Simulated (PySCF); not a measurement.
# Reading the logs of faulty runs: B2GeH4N cation

These are calculations, not measurements. The program is PySCF 2.14.0, an open-source quantum chemistry code, run on an isolated molecule that a program drew, which may never have been made. The molecule is B2GeH4N cation (charge +1, singlet), drawn as the SMILES string `[BH+]B=[N][GeH3]`.

Each row is a Hartree-Fock (HF) and frozen-core CCSD(T) single point in the cc-pVDZ basis, meant for a local HF minimum. Run 1 is clean. Each other run has one planted mistake out of seven kinds, and not every kind appears here: one electron removed, one electron added, multiplicity raised by two, geometry at a saddle point, minimal basis STO-3G, one bond length entered in bohr, all coordinates scaled. The reference is restricted for singlets and unrestricted otherwise, and also for a bond in bohr. Adding or removing an electron swaps singlet and doublet. Electrons count all cores. HOMO and LUMO are orbital energies over both spins, the gradient is its largest component, and the lowest frequency (negative if imaginary) is given only where the gradient is small. Bond lengths are over the 7 bonds as drawn. T1 is the CCSD diagnostic: over 0.02 (restricted) or 0.045 (unrestricted) a single reference is doubtful. Germanium has the cc-pVDZ-PP basis, with a core potential (ECP10MDF) in place of its 10 inner electrons, and its 3s, 3p and 3d shells are frozen in CCSD(T).

Geometry of the clean run:
```xyz
8
B2GeH4N cation, angstrom
B    -1.6503    2.0865   -1.3122
B    -1.7620    0.8357   -0.2604
N    -1.8449   -0.0990    0.5262
Ge   -1.9731   -1.5541    1.7525
H    -1.5701    2.9840   -2.0669
H    -0.8363   -1.3163    2.7268
H    -1.8023   -2.7847    0.8838
H    -3.3547   -1.4054    2.3582
```

```
run  electrons  basis functions  <S^2>  HOMO (eV)  LUMO (eV)  gradient (hartree/bohr)  lowest frequency (cm^-1)  mean bond (Å)  longest bond (Å)      T1  HF (hartree)  CCSD(T) (hartree)                     mistake
  1         52               85  0.000     -15.98      -6.03                  1.7e-05                       113         1.4990             1.907  0.0284    -399.19811         -399.65111                    no fault
  2         52               85  2.022     -14.09      -6.60                  1.4e-01                         -         1.4990             1.907  0.0243    -399.15207         -399.54648  multiplicity raised by two
  3         52               85  0.000     -16.26      -6.06                  4.6e-02                         -         1.4495             1.844  0.0265    -399.18809         -399.63386                           ?
  4         51               85  0.787     -21.32     -13.48                  5.8e-02                         -         1.4990             1.907  0.0849    -398.67015         -399.07016                           ?
```

**Which mistake was planted in run 3, and what did it cost?**

The mean and the longest bond both change by the same factor, 0.967, and the gradient is no longer small. So the mistake is: all coordinates scaled. Subtracting run 1 and multiplying by 627.51 kcal/mol a hartree, the energy moved by 6.3 kcal/mol in HF and 10.8 kcal/mol in CCSD(T).

**Which mistake was planted in run 4, and what did it cost?**

It counts 51 electrons, one fewer than the clean run, at the same geometry and basis. So the mistake is: one electron removed. Subtracting run 1 and multiplying by 627.51 kcal/mol a hartree, the energy moved by 331.3 kcal/mol in HF and 364.6 kcal/mol in CCSD(T).

Cautions from the logs. Run 1: T1 is over the limit, so its CCSD(T) energy is less reliable; run 3: T1 is over the limit, so its CCSD(T) energy is less reliable; run 4: T1 is over the limit, so its CCSD(T) energy is less reliable.
